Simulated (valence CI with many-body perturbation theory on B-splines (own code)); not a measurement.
Ce⁴⁵⁺: electric-dipole lines

Calculated by configuration interaction combined with many-body perturbation theory (CI+MBPT): three valence electrons over a frozen Dirac-Fock core [Ne], radial functions for each j: 11 s, 11 p, 10 d, 8 f, 5 g, 2 h, with the one-electron correlation potential Σ1, the two-electron term Σ2, the three-electron term Σ3, Breit, model QED; selected CI, second order for the rest, scaled by the run's own slope (own B-spline code, finite nucleus).

No measured spectrum was set against this ion. As an estimate, large intervals hold to a few tenths of a per cent, small ones and those within an open d or f shell to about a per cent.

Lines 151 to 200 of 585 in falling wavelength, among levels below 132.38 Ry, chosen from the strongest by gf and those to the six lowest levels. Wavelengths and rates use the calculated energies. Electric multipoles are in the length gauge, E1 and E2 with the static RPA response of the core. Weak lines are less certain than strong ones. Lines between different terms over intervals too small for the method are left out, as are lines whose strength nearly cancels. The highest levels of a list are the least certain.

Levels are named by their leading jj configuration (3d3/2^4 stands for four electrons in 3d with j = 3/2), which in mixed levels can hold well under half, so a name can repeat and another be missing. Letters in brackets count levels of one name in rising energy.

| λ vac (Å) | Upper | Lower | A (s⁻¹) | log gf | Branch % |
| --- | --- | --- | --- | --- | --- |
| 65.49 | (3s 3p1/2 3d5/2) J=7/2 | (3s 3p1/2 3p3/2) J=5/2 | 5.73e+10 | -0.53 | 85.1 |
| 65.45 | (3p1/2^2 3d5/2) J=5/2 | (3p1/2^2 3p3/2) J=3/2 | 4.52e+10 | -0.76 | 32.3 |
| 65.44 | (3d3/2^2 3d5/2) J=1/2 | (3p3/2 3d3/2^2) J=1/2 | 9.18e+10 | -0.93 | 11.1 |
| 65.40 | (3p1/2 3d3/2 3d5/2) J=3/2 [b] | (3p1/2 3p3/2 3d3/2) J=1/2 [b] | 4.70e+10 | -0.92 | 7.8 |
| 65.38 | (3s 3p3/2 3d5/2) J=1/2 | (3s 3p3/2^2) J=1/2 | 1.72e+11 | -0.66 | 48.4 |
| 65.37 | (3p1/2 3d3/2 3d5/2) J=9/2 | (3p1/2 3p3/2 3d3/2) J=7/2 | 7.25e+10 | -0.33 | 56.8 |
| 65.36 | (3p3/2 3d5/2^2) J=9/2 | (3p3/2^2 3d5/2) J=9/2 | 1.05e+11 | -0.17 | 18.8 |
| 65.35 | (3d3/2 3d5/2^2) J=3/2 [a] | (3p3/2 3d3/2 3d5/2) J=3/2 [a] | 8.82e+10 | -0.65 | 14.8 |
| 65.32 | (3p1/2 3d3/2 3d5/2) J=1/2 | (3p1/2 3p3/2 3d3/2) J=1/2 [a] | 1.06e+11 | -0.87 | 57.9 |
| 65.32 | (3d3/2^2 3d5/2) J=5/2 [b] | (3p3/2 3d3/2^2) J=3/2 [b] | 9.37e+10 | -0.44 | 12.5 |
| 65.30 | (3p3/2 3d3/2 3d5/2) J=1/2 [b] | (3p3/2^2 3d5/2) J=1/2 | 1.70e+11 | -0.66 | 23.8 |
| 65.23 | (3p3/2 3d3/2 3d5/2) J=5/2 [c] | (3p3/2^2 3d3/2) J=7/2 | 3.87e+10 | -0.83 | 5.6 |
| 65.22 | (3p1/2 3p3/2 3d5/2) J=3/2 [b] | (3p1/2 3p3/2^2) J=1/2 | 6.51e+10 | -0.78 | 14.5 |
| 65.15 | (3p3/2 3d5/2^2) J=3/2 [a] | (3p3/2^2 3d5/2) J=5/2 [a] | 1.52e+11 | -0.41 | 33.8 |
| 65.15 | (3p1/2 3p3/2 3d5/2) J=7/2 [b] | (3p1/2 3p3/2^2) J=5/2 | 1.43e+11 | -0.14 | 53.8 |
| 65.12 | (3p3/2^2 3d5/2) J=5/2 [b] | (3p3/2^3) J=3/2 | 2.87e+11 | 0.04 | 34.8 |
| 65.12 | (3p1/2 3p3/2 3d5/2) J=5/2 [b] | (3p1/2 3p3/2^2) J=3/2 | 2.27e+11 | -0.06 | 50.2 |
| 65.11 | (3d3/2 3d5/2^2) J=3/2 [a] | (3p3/2 3d3/2 3d5/2) J=5/2 [b] | 6.20e+10 | -0.80 | 10.4 |
| 65.08 | (3p3/2^2 3d5/2) J=3/2 | (3p3/2^3) J=3/2 | 2.31e+11 | -0.23 | 26.6 |
| 65.06 | (3p1/2 3d3/2 3d5/2) J=5/2 [a] | (3p1/2 3p3/2 3d3/2) J=5/2 [a] | 4.60e+10 | -0.76 | 28.3 |
| 65.01 | (3p1/2 3d3/2 3d5/2) J=3/2 [a] | (3p1/2 3p3/2 3d3/2) J=3/2 [a] | 6.53e+10 | -0.78 | 29.4 |
| 64.74 | (3p3/2 3d5/2^2) J=3/2 [b] | (3p3/2^2 3d5/2) J=3/2 | 3.03e+11 | -0.12 | 42.8 |
| 64.71 | (3p3/2 3d5/2^2) J=5/2 [a] | (3p3/2^2 3d3/2) J=3/2 [a] | 3.06e+10 | -0.94 | 5.4 |
| 64.70 | (3p3/2 3d5/2^2) J=3/2 [b] | (3p3/2^2 3d5/2) J=5/2 [b] | 1.20e+11 | -0.52 | 16.9 |
| 64.67 | (3p3/2 3d5/2^2) J=5/2 [b] | (3p3/2^2 3d5/2) J=5/2 [a] | 1.24e+11 | -0.33 | 22.0 |
| 64.66 | (3d3/2^2 3d5/2) J=3/2 | (3p3/2 3d3/2^2) J=3/2 [a] | 7.55e+10 | -0.72 | 9.2 |
| 64.58 | (3s 3d5/2^2) J=5/2 | (3s 3p3/2 3d5/2) J=7/2 [a] | 3.60e+10 | -0.87 | 10.1 |
| 64.55 | (3s 3p3/2 3d5/2) J=7/2 [a] | (3s 3p3/2^2) J=5/2 | 6.42e+10 | -0.49 | 29.3 |
| 64.48 | (3s 3d5/2^2) J=5/2 | (3s 3p3/2 3d5/2) J=3/2 [a] | 2.87e+10 | -0.97 | 8.1 |
| 64.31 | (3p1/2 3d5/2^2) J=9/2 | (3p1/2 3p3/2 3d5/2) J=9/2 | 2.20e+10 | -0.86 | 15.2 |
| 64.20 | (3s 3p3/2 3d5/2) J=5/2 [b] | (3s 3p3/2^2) J=3/2 | 2.37e+11 | -0.06 | 36.5 |
| 64.03 | (3p1/2 3d5/2^2) J=5/2 | (3p1/2 3p3/2 3d5/2) J=5/2 [a] | 9.18e+10 | -0.47 | 45.9 |
| 63.94 | (3p1/2 3d5/2^2) J=1/2 | (3p1/2 3p3/2 3d5/2) J=3/2 [b] | 1.73e+11 | -0.67 | 58.1 |
| 63.92 | (3d3/2 3d5/2^2) J=7/2 [a] | (3p3/2 3d3/2 3d5/2) J=7/2 [a] | 5.76e+10 | -0.55 | 10.7 |
| 63.86 | (3s 3p1/2 3d5/2) J=5/2 [a] | (3s 3p1/2 3p3/2) J=3/2 [a] | 1.04e+11 | -0.42 | 96.3 |
| 63.83 | (3p3/2 3d3/2 3d5/2) J=3/2 [c] | (3p3/2^2 3d3/2) J=1/2 | 1.87e+11 | -0.34 | 21.7 |
| 63.76 | (3p3/2 3d5/2^2) J=9/2 | (3p3/2^2 3d3/2) J=7/2 | 9.05e+10 | -0.26 | 16.1 |
| 63.56 | (3p1/2 3p3/2 3d5/2) J=5/2 [b] | (3p1/2 3p3/2^2) J=5/2 | 3.64e+10 | -0.88 | 8.0 |
| 63.41 | (3s 3d3/2 3d5/2) J=5/2 [a] | (3s 3p3/2 3d3/2) J=3/2 [a] | 1.06e+11 | -0.42 | 18.5 |
| 63.38 | (3d5/2^3) J=9/2 | (3p3/2 3d3/2 3d5/2) J=9/2 [b] | 6.56e+10 | -0.40 | 21.2 |
| 63.31 | (3p3/2 3d3/2 3d5/2) J=3/2 [b] | (3p3/2^2 3d3/2) J=3/2 [a] | 1.36e+11 | -0.49 | 17.7 |
| 63.25 | (3s 3d3/2 3d5/2) J=9/2 | (3s 3p3/2 3d3/2) J=7/2 | 1.62e+11 | -0.01 | 39.3 |
| 63.22 | (3d3/2 3d5/2^2) J=1/2 | (3p3/2 3d3/2 3d5/2) J=1/2 [a] | 8.49e+10 | -0.99 | 13.6 |
| 63.19 | (3p1/2 3d5/2^2) J=3/2 | (3p1/2 3p3/2 3d5/2) J=3/2 [a] | 9.77e+10 | -0.63 | 37.0 |
| 63.17 | (3s 3p3/2 3d5/2) J=3/2 [b] | (3s 3p3/2^2) J=1/2 | 1.16e+11 | -0.56 | 19.6 |
| 63.09 | (3p3/2 3d3/2 3d5/2) J=5/2 [c] | (3p3/2^2 3d3/2) J=5/2 | 5.96e+10 | -0.67 | 8.6 |
| 62.87 | (3d5/2^3) J=3/2 | (3p3/2 3d3/2 3d5/2) J=5/2 [d] | 1.26e+11 | -0.52 | 27.7 |
| 62.74 | (3s 3d3/2 3d5/2) J=3/2 [a] | (3s 3p3/2 3d3/2) J=1/2 [a] | 1.06e+11 | -0.60 | 20.2 |
| 62.74 | (3s 3p1/2 3d5/2) J=5/2 [b] | (3s 3p1/2 3p3/2) J=5/2 | 4.18e+10 | -0.83 | 42.5 |
| 62.66 | (3p3/2 3d5/2^2) J=7/2 [a] | (3p3/2^2 3d3/2) J=5/2 | 4.17e+10 | -0.71 | 9.5 |

(1) How does gf follow from A for the line at 63.09 Å?

## Answers

(1) gf = 1.4992 × (2J+1)_upper × A / σ², with σ = 1585044 cm⁻¹ and 2J+1 = 6: gf = 0.214.
